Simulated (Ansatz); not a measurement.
`C=C[Si@@H](O)[Si@@H](O)F` + CH₃OH → `CO[SiH](O)F` + `C=C[SiH2]O`  (cleavage of the Si–Si bond)

Computed with Ansatz on PBE0-D4/def2-TZVP structures; ΔE is electronic, products minus reactants. CCSD(T)/CBS adds triple-zeta CCSD(T) − MP2 to the extrapolated MP2 energy (def2 sets, frozen cores). This one scheme is used for every species. DFT in def2-TZVPP. B3LYP here is the variant with VWN-RPA as its local correlation; programs differ in this. One conformer a species, not always the lowest.

```json
{"level": "PBE-D4", "ΔE (kJ/mol)": "-112.4", "difference from CCSD(T)/CBS": "27.8"}
{"level": "r2SCAN-D4", "ΔE (kJ/mol)": "-136.7", "difference from CCSD(T)/CBS": "3.5"}
{"level": "PBE0-D4", "ΔE (kJ/mol)": "-122.5", "difference from CCSD(T)/CBS": "17.7"}
{"level": "B3LYP-D4", "ΔE (kJ/mol)": "-134.8", "difference from CCSD(T)/CBS": "5.4"}
{"level": "ωB97X-V", "ΔE (kJ/mol)": "-136.5", "difference from CCSD(T)/CBS": "3.7"}
{"level": "ωB97M-V", "ΔE (kJ/mol)": "-143.7", "difference from CCSD(T)/CBS": "-3.5"}
{"level": "B2PLYP", "ΔE (kJ/mol)": "-144.6", "difference from CCSD(T)/CBS": "-4.4"}
{"level": "PBE", "ΔE (kJ/mol)": "-115.1", "difference from CCSD(T)/CBS": "25.1"}
{"level": "r2SCAN", "ΔE (kJ/mol)": "-137.8", "difference from CCSD(T)/CBS": "2.4"}
{"level": "PBE0", "ΔE (kJ/mol)": "-125.2", "difference from CCSD(T)/CBS": "15.0"}
{"level": "B3LYP", "ΔE (kJ/mol)": "-139.0", "difference from CCSD(T)/CBS": "1.2"}
{"level": "HF/def2-TZVPP", "ΔE (kJ/mol)": "-165.1", "difference from CCSD(T)/CBS": "-24.9"}
{"level": "MP2/def2-TZVPP", "ΔE (kJ/mol)": "-148.8", "difference from CCSD(T)/CBS": "-8.6"}
{"level": "SCS-MP2/def2-TZVPP", "ΔE (kJ/mol)": "-150.6", "difference from CCSD(T)/CBS": "-10.4"}
{"level": "CCSD/def2-TZVPP", "ΔE (kJ/mol)": "-146.0", "difference from CCSD(T)/CBS": "-5.8"}
{"level": "CCSD(T)/def2-TZVPP", "ΔE (kJ/mol)": "-142.9", "difference from CCSD(T)/CBS": "-2.7"}
{"level": "HF/def2-QZVPP", "ΔE (kJ/mol)": "-166.7", "difference from CCSD(T)/CBS": "-26.5"}
{"level": "MP2/def2-QZVPP", "ΔE (kJ/mol)": "-147.8", "difference from CCSD(T)/CBS": "-7.6"}
{"level": "SCS-MP2/def2-QZVPP", "ΔE (kJ/mol)": "-149.6", "difference from CCSD(T)/CBS": "-9.4"}
{"level": "HF/CBS(def2)", "ΔE (kJ/mol)": "-166.9", "difference from CCSD(T)/CBS": "-26.7"}
{"level": "MP2/CBS(def2)", "ΔE (kJ/mol)": "-146.1", "difference from CCSD(T)/CBS": "-5.9"}
{"level": "CCSD/CBS(def2)", "ΔE (kJ/mol)": "-143.3", "difference from CCSD(T)/CBS": "-3.1"}
{"level": "CCSD(T)/CBS", "ΔE (kJ/mol)": "-140.2", "difference from CCSD(T)/CBS": "0"}
```

Largest T1 diagnostic among the species: 0.012.

In def2-TZVPP, CCSD(T) changes the Hartree–Fock value by +22.2 kJ/mol (the triples alone add +3.1 kJ/mol) and MP2 by +16.3 kJ/mol. From PBE to PBE0 (25 % exact exchange), in def2-TZVPP and without D4, ΔE moves by −10.1 kJ/mol.
